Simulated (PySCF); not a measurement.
## Working out the excitation energy of Au

Au [Xe] 4f14 5d10 6s1 (2S) → Au [Xe] 4f14 5d9 6s1 7s1 (4D). Computed with PySCF 2.14 in aug-cc-pVDZ-PP with ECP60MDF (5s5p4d2f, 54 functions), with a scalar-relativistic core potential. Frozen: 5s2 5p6. Energies in hartree (1 hartree = 27.21139 eV):

```tsv
part	Au (lower)	Au (upper)
UHF	-134.780705	-134.507239
CCSD correlation	-0.302154	-0.251264
(T)	-0.008648	-0.005385
```

**Question.** What does Hartree-Fock give?

**Answer.** (-134.507239) − (-134.780705) = 0.273466 hartree = 7.441 eV.

**Question.** What do CCSD and CCSD(T) give?

**Answer.** The CCSD correlation energies differ by 0.050890 hartree = 1.385 eV and the triples by 0.003263 hartree = 0.089 eV, so CCSD gives 8.826 eV and CCSD(T) 8.915 eV.

A double-zeta basis recovers only part of the correlation energy.
